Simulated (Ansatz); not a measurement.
Abridged output of a molecular run in Ansatz:

```
Functional definition: HF
1614 factors; integrals over basis functions are off by at most 7.3e-4 eV
mean field evaluation 1: about -68525.3285 eV, gradient 4.5e1 eV
mean field evaluation 2: about -68525.6218 eV, gradient 4.5e1 eV
mean field evaluation 4: about -68530.3068 eV, gradient 4.8e0 eV
mean field evaluation 8: about -68530.3876 eV, gradient 3.3e-1 eV
mean field -68530.38749278 eV, -2518.4452887948 hartree, gradient 7.4e-6 eV, S^2 0.000000; 0 other end points of the search recorded, 0 dependent functions left out
17 core orbitals not correlated: weight in the atoms' cores, before any rotation towards them, 1.000 or more for the frozen orbitals, at most 0.000 for the correlated occupied ones
reference -68530.38749278 eV, -2518.4452887948 hartree; 19, 19 occupied and 231, 231 virtual orbitals, 1614 factors
second order -25.03426609 eV of doubles, -0.00000000 eV of singles
cycle   1  -24.94979279 eV  change    8.4e-2 eV  update   1.3e-1
cycle   2  -25.76187728 eV  change   -8.1e-1 eV  update   3.9e-2
cycle   3  -25.91772442 eV  change   -1.6e-1 eV  update   1.8e-2
cycle   4  -25.90835662 eV  change    9.4e-3 eV  update   5.1e-3
cycle   5  -25.90909741 eV  change   -7.4e-4 eV  update   2.3e-3
cycle   6  -25.91060930 eV  change   -1.5e-3 eV  update   6.1e-4
cycle   7  -25.91061379 eV  change   -4.5e-6 eV  update   2.4e-4
cycle   8  -25.91062204 eV  change   -8.2e-6 eV  update   7.3e-5
cycle   9  -25.91066722 eV  change   -4.5e-5 eV  update   2.9e-5
perturbative correction -1.10770617 eV, -0.0407074509 hartree
Total energy: -68557.40586618 eV, -2519.4381957033 hartree
```

Its atoms:

Cartesian coordinates in Å:
```
O 1.2575 1.8148 -2.2508
Ge 0.1960 2.0667 -0.8497
C -0.1394 0.3852 -0.0164
C -0.3348 -0.6883 0.5159
Si -0.6364 -2.3041 1.3098
H 2.0345 1.2945 -2.0343
H 0.8655 2.9875 0.1825
H -1.0930 2.6508 -1.4260
H 0.6458 -2.8396 1.8287
H -1.5928 -2.1244 2.4291
H -1.2028 -3.2431 0.3114
```

(1) Which basis set was used?
A. def2-TZVPP
B. def2-QZVPP
C. def2-TZVPPD
D. def2-SVP

(2) Write the keys of the input that set method, charge and spin (a neutral closed shell needs none for the last two).

Answers

(1) A. It gives 267 functions.

(2) 
```yaml
correlation: {method: ccsd_t}
```
